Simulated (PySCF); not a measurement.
**Nuclear quadrupole coupling in `C#CCn1cc(C)nn1`**

C6H7N3.
Geometry (GFN2-xTB, Å), atoms numbered from 1 in this order:
```xyz
16
C6H7N3 angstrom
C      3.2043   -0.2924    1.4105
C      2.6228   -0.1065    0.3816
C      1.8511    0.1046   -0.8292
N      0.4585    0.3133   -0.5234
C     -0.3665   -0.4658    0.2129
C     -1.5755    0.2005    0.1918
C     -2.8708   -0.1492    0.8280
N     -1.4043    1.3190   -0.5455
N     -0.1966    1.3784   -0.9627
H      3.7427   -0.4481    2.2972
H      2.1977    1.0015   -1.3518
H      1.9631   -0.7643   -1.4910
H     -0.0443   -1.3764    0.6715
H     -2.7678   -0.1702    1.9123
H     -3.2086   -1.1304    0.4979
H     -3.6134    0.5949    0.5559
```

Field gradients from the PBE0/pcSseg-1 density (PySCF, non-relativistic), principal values in atomic units, ordered |Vxx| ≤ |Vyy| ≤ |Vzz|:

| atom | Vxx | Vyy | Vzz |
| --- | --- | --- | --- |
| N4 | 0.2273 | 0.4090 | -0.6363 |
| N8 | 0.4783 | 0.5787 | -1.0571 |
| N9 | 0.1725 | 0.8535 | -1.0260 |

Find the asymmetry η = (Vxx − Vyy)/Vzz and the couplings χ = eQV/h (234.96 MHz × Q in barn × V in au), with Q(14N) = 0.02044 b.

| atom | environment | nucleus | η | χzz (MHz) | χxx (MHz) | χyy (MHz) |
| --- | --- | --- | --- | --- | --- | --- |
| N4 | pyrrole-type nitrogen | 14N | 0.29 | -3.056 | 1.092 | 1.964 |
| N8 | pyridine-type nitrogen | 14N | 0.09 | -5.08 | 2.30 | 2.78 |
| N9 | pyridine-type nitrogen | 14N | 0.66 | -4.927 | 0.828 | 4.099 |

What is Vzz at N4 in SI units (1 au = 9.71736 × 10²¹ V/m²)?

-0.6363 au = -6.183 × 10²¹ V/m².

And the gradient at the other heavy atoms, for which no coupling is worked out here?

| atom | environment | Vzz (au) | η |
| --- | --- | --- | --- |
| C1 | terminal alkyne carbon | -0.294 | 0.28 |
| C2 | alkyne carbon | -0.258 | 0.13 |
| C3 | sp3 carbon bound to nitrogen | 0.305 | 0.64 |
| C5 | aromatic CH next to a ring nitrogen | -0.228 | 0.38 |
| C6 | substituted aromatic carbon | 0.166 | 0.90 |
| C7 | benzylic-type carbon | 0.093 | 0.45 |

Were the hydrogens deuterons (Q(2H) = 0.00286 b), χzz would run from 191 kHz (H12) to 265 kHz (H10).

The structure is a single GFN2-xTB conformer in the gas phase; no vibrational or solvent corrections. GFN2-xTB bond lengths can be off by several hundredths of an ångström, more for odd bonds, and the gradients follow them. The small basis limits the accuracy of the gradients.
